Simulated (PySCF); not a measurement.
C3H8O2Si, SMILES O[C@@H]1C[SiH2]OC1.

Geometry optimised at PBE0-D3(BJ)/def2-SVP. The structure was generated by enumeration; whether it is a known compound was not checked. One conformer was computed; it need not be the lowest.

The numbers are results of PySCF with r2SCAN/def2-TZVP, not measurements.

Gas-phase values at a fixed geometry.

Problem. Estimate the frontier levels, gap, dipole moment and polarisability. (Estimate from the structure and the level; the computed values follow.)

Solution. 
```
Property                                                                                                       Result
---------------------------------------------------------------------------------------------  ----------------------
highest occupied level                                                                                       -6.62 eV
lowest empty level                                                                                            0.02 eV
orbital gap                                                                                                   6.64 eV
dipole moment                                                                                                  2.85 D
quadrupole, principal values (traceless, Buckingham form, about the centre of nuclear charge)  -4.06, -0.05, 4.11 D·Å
mean static polarisability                                                                       66.3 bohr³ (9.82 Å³)
polarisability, principal values                                                               61.2, 63.5, 74.1 bohr³
```
